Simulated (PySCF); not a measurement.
## Ionisation energy of Nb by level of theory

Nb [Kr] 4d4 5s1 (6D) → Nb⁺ [Kr] 4d4 (5D), as a difference of total energies. Computed with PySCF 2.14 in x2c-TZVPall, with scalar relativity by spin-free X2C-1e. Correlated levels: valence: [Kr] frozen. The calculations carry no spin-orbit coupling.

```csv
method,ionisation energy (eV),error (eV)
UHF,5.994,-0.782
PBE,7.105,+0.329
B3LYP,6.921,+0.145
MP2 (valence),6.343,-0.433
SCS-MP2 (valence),6.110,-0.666
```

Reference: 6.776 eV (measured; NIST levels, between the centres of gravity of the two terms).

Errors of the correlated levels include the incompleteness of this basis and the frozen core.
